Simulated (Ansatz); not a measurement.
The first iterations of a band of BH₄NSSi (8 atoms, charge 0, multiplicity 1).

Level of theory: RKS PBE-D4/def2-SVP (Ansatz 0.2.0).

```
movable images  : 7
climbing image  : yes
spring          : 5.0 eV/Å²
optimiser       : quadratic models (default)
start path      : through a guess of the saddle point
force threshold : 0.05 eV/Å
iteration limit : 60
end points      : relaxed
```

Initial state:

```xyz
8
Properties=species:S:1:pos:R:3
B -0.164 1.541 -1.547
N 0.131 0.771 -0.588
Si 0.515 -0.310 0.703
S -0.439 -2.235 0.491
H -0.440 2.267 -2.448
H 0.113 0.341 1.995
H 1.980 -0.628 0.700
H -1.695 -1.747 0.695
```

Final state:

```xyz
8
Properties=species:S:1:pos:R:3
B -0.642 0.528 -2.025
N 0.007 0.916 -0.857
Si 0.493 -0.100 0.533
S -0.425 -2.032 0.393
H 0.180 1.933 -0.794
H 0.116 0.666 1.768
H 1.967 -0.367 0.519
H -1.697 -1.545 0.463
```

| iteration | highest image above the first end (eV) | largest band force component (eV/Å) |
| --- | --- | --- |
| 1 | 6.792 | 36.686 |
| 2 | 3.065 | 4.044 |
| 3 | 2.970 | 2.246 |
| 4 | 2.862 | 1.718 |
| 5 | 2.767 | 0.857 |

Task: Does the band converge within its limit, and where does its top end?

Result: The run converged. It ended after 15 iterations with the highest image 3.010 eV above the first end. Neighbouring images differ by up to 1.4 eV, so the band resolves the path poorly. A vibrational analysis at the climbing image gives one clearly imaginary mode, 1342i cm⁻¹: a first-order saddle point. The orbitals stay closed-shell, which can raise the energy where a bond breaks towards radicals; this wasn't checked here.

Run time: 2.3 min on 2 threads of Intel(R) Xeon(R) Platinum 8488C (Sapphire Rapids) (shared host), peak memory 0.14 GiB.
